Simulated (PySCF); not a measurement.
NICS in isomers of [C8H12OP]-.

Probes without a nucleus sit at each ring's centroid and 1 Å off its mean plane on both sides; NICS is minus the shielding there, NICSzz its component along the normal. Level: GIAO PBE0/pcSseg-1 (PySCF, non-relativistic, gas phase) on the GFN2-xTB geometries, one conformer each. Atom numbers follow the mapped SMILES.

Question: Order these rings by mean NICS(1)zz, lowest (most negative) first (ppm).
A. ring C3–C4–P6–C7–C9 in `[CH3:1][O:2][c:3]1[c:4]([CH3:5])[p-:6][c:7]([CH3:8])[c:9]1[CH3:10]` (charge -1)
B. ring C3–C4–C6–P7–C8 in `[CH3:1][CH2:2][c:3]1[c:4]([CH3:5])[cH:6][p-:7][c:8]1[O:9][CH3:10]` (charge -1)
C. ring C3–C4–P5–C6–C7 in `[CH3:1][O:2][c:3]1[cH:4][p-:5][cH:6][c:7]1[CH:8]([CH3:9])[CH3:10]` (charge -1)

Answer: C (-27.8), B (-26.6), A (-24.7).

| SMILES | ring | NICS(0) | NICS(1) | NICS(1)zz | HOMA | rms pucker (Å) | ring atoms with four or more neighbours |
| --- | --- | --- | --- | --- | --- | --- | --- |
| COc1c[p-]cc1C(C)C | 5-membered ring with P; formal bonds all aromatic | -13.9 | -11.0 | -27.8 | 0.86 | 0.00 | 0 |
| CCc1c(C)c[p-]c1OC | 5-membered ring with P; formal bonds all aromatic | -13.5 | -10.8 | -26.6 | 0.83 | 0.00 | 0 |
| COc1c(C)[p-]c(C)c1C | 5-membered ring with P; formal bonds all aromatic | -13.4 | -10.3 | -24.7 | 0.81 | 0.00 | 0 |

NICS(0) gives the same order. The isotropic NICS(1) gives the same order. HOMA uses Krygowski's 1993 parameters. NICS(1) and NICS(1)zz are means over the two faces.
